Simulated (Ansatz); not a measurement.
GeH5O2PSi, SMILES `OP1[O][GeH2][SiH2]1`, 10 atoms. The species carries charge 0 and has multiplicity 1. Correlated methods include outer-core shells of Ge, which these sets cover unevenly. Scalar relativity is left out up to krypton. All runs use 4 threads of an Arm Neoverse V2 on a shared host. Correlated methods freeze the cores.

(1) How many basis functions does each run have, and how long does it take in Ansatz? RHF-MP2/def2-QZVPP energy; RKS ωB97M-V/def2-SVP energy; RKS ωB97M-V/def2-QZVPP energy; direct RPA on PBE orbitals/def2-TZVPP energy; RKS PBE0-D4/def2-QZVPP energy; RKS PBE0-D4/def2-TZVP relaxation (11 steps); RKS B3LYP-D4/def2-TZVPP energy and forces; RKS PBE0-D4/def2-TZVP frequencies; RKS SPW92 (LDA)/def2-TZVPP energy; RHF-CCSD(T)/def2-SVP energy; RKS BHLYP-D4/def2-TZVPP energy; RKS B2PLYP (frozen core)/def2-TZVPP energy. (Estimate.)

## Answers

(1) Ansatz gave: Other jobs shared the machine, so times are rough.

| level | job | functions | wall time | peak host memory (GiB) |
| --- | --- | --- | --- | --- |
| RKS SPW92 (LDA)/def2-TZVPP | energy | 264 | 1.6 s | 0.4 |
| RKS BHLYP-D4/def2-TZVPP | energy | 264 | 4.5 s | 0.92 |
| direct RPA on PBE orbitals/def2-TZVPP | energy | 264 | 6 s | 0.74 |
| RKS B3LYP-D4/def2-TZVPP | energy and forces | 264 | 6.5 s | 0.92 |
| RKS ωB97M-V/def2-SVP | energy | 121 | 7 s | 0.42 |
| RKS B2PLYP (frozen core)/def2-TZVPP | energy | 264 | 7.5 s | 0.79 |
| RHF-CCSD(T)/def2-SVP | energy | 121 | 11 s | 0.62 |
| RKS PBE0-D4/def2-QZVPP | energy | 493 | 13 s | 2.4 |
| RKS ωB97M-V/def2-QZVPP | energy | 493 | 24 s | 2.8 |
| RHF-MP2/def2-QZVPP | energy | 493 | 29 s | 3.3 |
| RKS PBE0-D4/def2-TZVP | relaxation (11 steps) | 214 | 51 s | 0.72 |
| RKS PBE0-D4/def2-TZVP | frequencies | 214 | 2.8 min | 0.74 |

B3LYP here is the variant with VWN-RPA as its local correlation; programs differ in this.
